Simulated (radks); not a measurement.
Removal energies from the palladium ion Pd11+, [Ar] 3d10 4s2 4p(1/2: 2, 3/2: 3), by Delta-SCF beside the eigenvalue of the level emptied. Calculated with a radial shooting solver on a logarithmic mesh with Libxc functionals: Dirac Kohn-Sham, PBE, spin-unpolarised, spherical densities, finite nucleus; Fermi nuclear charge, rms radius of each element as measured or else 0.836 A^(1/3) + 0.57 fm. Sub-shells are occupied by j as written (lower j first in brackets).

removed from,final configuration,Delta-SCF (eV),-eigenvalue (eV)
4p3/2,"[Ar] 3d10 4s2 4p(1/2: 2, 3/2: 2)",262.63,250.60
4p1/2,"[Ar] 3d10 4s2 4p(1/2: 1, 3/2: 3)",268.76,256.48
4s1/2,"[Ar] 3d10 4s1 4p(1/2: 2, 3/2: 3)",303.34,290.64
3d5/2,"[Ar] 3d(3/2: 4, 5/2: 5) 4s2 4p(1/2: 2, 3/2: 3)",577.77,550.62
